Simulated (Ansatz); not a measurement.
Consider the formal exchange of groups at a Ga–B bond: `Cl[BH][GaH2]` + `[F][ZnH]` → `[F][Zn][GaH2]` + `BCl`.

Gas-phase electronic energies from Ansatz, PBE0-D4/def2-TZVP geometries. CCSD(T)/CBS adds triple-zeta CCSD(T) − MP2 to the extrapolated MP2 energy (def2 sets, frozen cores). This one scheme is used for every species. Functionals use def2-TZVPP. For Ga, Zn outer-core shells are correlated without core-valence functions, which leaves a few kJ/mol of doubt a bond. Scalar relativity is left out up to krypton.

```csv
level,ΔE (eV)
r2SCAN,-0.67
CCSD/def2-SVP,-0.80
```

**Question.** What does CCSD(T)/CBS give? (Estimate.)

**Answer.** The calculation gave: -0.72 eV. The listed levels differ from it by 0.05, -0.08 eV.

Largest T1 diagnostic among the species: 0.018.

Leaving LDA and LC-ωPBE aside and taking each functional with its dispersion term where it has one, the values, not all of them listed here, spread over 0.17 eV, from BHLYP-D4 to B97M-V. LDA lies +0.10 eV from PBE without D4. In def2-TZVPP, CCSD(T) changes the Hartree–Fock value by +0.18 eV (the triples alone add +0.02 eV) and MP2 by +0.16 eV. From BLYP to BHLYP (50 % exact exchange), in def2-TZVPP and without D4, ΔE moves by −0.04 eV.
